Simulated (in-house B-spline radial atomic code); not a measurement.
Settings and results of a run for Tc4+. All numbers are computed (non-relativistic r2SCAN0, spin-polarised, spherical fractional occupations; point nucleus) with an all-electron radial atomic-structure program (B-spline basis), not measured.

Command:
```bash
python run_scf.py task.json out
```
Settings:
```
Z                43
configuration    [Kr] 4d3
hamiltonian      nr
method           r2scan0
spin_polarised   True
```

Output (hartree, bohr):
```
 radial grid: 50 intervals, B-splines of order 8, outer radius 22.1277 bohr

 iter        energy (Eh)    residual
    1       -4203.281694    9.20e-02
    2       -4203.288750    2.12e-03
    3       -4203.288764    1.07e-03
    4       -4203.288766    5.50e-04
    5       -4203.288767    6.07e-05
    6       -4203.288767    1.13e-05
    7       -4203.288767    1.99e-06
    8       -4203.288767    5.28e-07
    9       -4203.288767    4.25e-08

 total energy                     -4203.28877
 kinetic                            4201.4736
 electron-nucleus                  -9935.2868
 Hartree                            1655.3950
 exact exchange                      -30.6653
 exchange-correlation                -94.2052

 orbital      occ     eigenvalue          <r>       <r^2>       <1/r>     <1/r^2>       r_max
 1s up      1.000      -752.4912    0.0354508  0.00168207     42.4788     3623.63     0.02345
 1s down    1.000      -752.4920    0.0354508  0.00168206     42.4788     3623.63     0.02345
 2s up      1.000      -108.0655     0.154556   0.0280905     9.61104     376.058      0.1307
 2s down    1.000      -108.0358     0.154538   0.0280843     9.61238     376.161      0.1307
 2p up      3.000       -99.7609     0.132542   0.0214053     9.58704     124.776      0.1029
 2p down    3.000       -99.7378      0.13252    0.021398     9.58839     124.807      0.1029
 3s up      1.000       -20.6565     0.425695    0.207279     3.36142     69.3833      0.3825
 3s down    1.000       -20.6477     0.425683    0.207214     3.36039     69.3191      0.3826
 3p up      3.000       -17.4015     0.420336    0.205237     3.26411     22.7266      0.3701
 3p down    3.000       -17.3889     0.420302    0.205128     3.26306     22.7055      0.3702
 3d up      5.000       -11.4633     0.397707    0.189407     3.08406     12.0408      0.3121
 3d down    5.000       -11.4355     0.397863    0.189457     3.08207     12.0249      0.3125
 4s up      1.000        -4.5057       1.0746     1.30189     1.25571     12.3084      0.9719
 4s down    1.000        -4.3717      1.06929     1.29005     1.26492     12.5325      0.9664
 4p up      3.000        -3.5104      1.15529     1.51589     1.15371     3.84752       1.027
 4p down    3.000        -3.3579      1.14941     1.50205     1.16235     3.91391       1.021
 4d up      3.000        -1.8910      1.42497     2.35419    0.914354       1.557       1.201
```

Time taken, with all properties: 0.4 s on 1 thread of Arm Neoverse V1, with other jobs on the host.

Caution: exact exchange at fractional occupations of open shells leaves self-interaction of up to several eV.
